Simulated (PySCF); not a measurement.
Bonds (- single, = double, # triple, : aromatic): C1#C2, C2-C3, C3:N4, N4:N5, N5:C6, C6-Si7, C6:N8, N8-C9, N8:C3. C1 carries H10; Si7 carries H11, H12, H13; C9 carries H14, H15, H16.

All values are calculated (PySCF 2.14.0 with density-fitted response routines): PBE0/pcSseg-1 with gauge-including orbitals, geometry from GFN2-xTB. One conformer, no solvent, non-relativistic Hamiltonian, rapidly exchanging positions averaged.

δ = σ(ref) − σ, references computed at the same level: $^{13}$C (σref 186.93) vs TMS.

Q: Do the $^{13}$C shifts follow the atomic charges (in e)? Tabulate both.

A: 
| atoms | hybridisation | δ (ppm) | σ para (ppm) | Hirshfeld | IAO | Mulliken | ESP-fitted |
| --- | --- | --- | --- | --- | --- | --- | --- |
| C6 | sp2 | 151.5 | -218 | -0.02 | -0.12 | +0.07 | +0.16 |
| C3 | sp2 | 146.1 | -210 | +0.08 | +0.15 | +0.22 | +0.87 |
| C1 | sp | 96.7 | -169 | -0.08 | -0.20 | -0.30 | -0.11 |
| C2 | sp | 76.2 | -133 | -0.04 | -0.04 | +0.42 | -0.52 |
| C9 | sp3 | 31.2 | -92 | -0.05 | -0.32 | -0.05 | -0.44 |

Correlation coefficients of δ with charge over these carbons: Hirshfeld +0.61, IAO +0.69, Mulliken +0.15, ESP-fitted +0.81; with the paramagnetic shielding -0.99. With so few points, grouped by hybridisation, these coefficients are fragile. Charge is one influence among several: hybridisation and low-lying excitations act through the paramagnetic term.

Shifts are as computed. Against solution values, carbons near 30 ppm lie about +3 ppm off and those near 130 ppm about +5 ppm. Of 1211 compounds with measured shifts, 218 miss one by over three times the rms of a fit or turn the order of signals round; such compounds aren't used in these exercises.
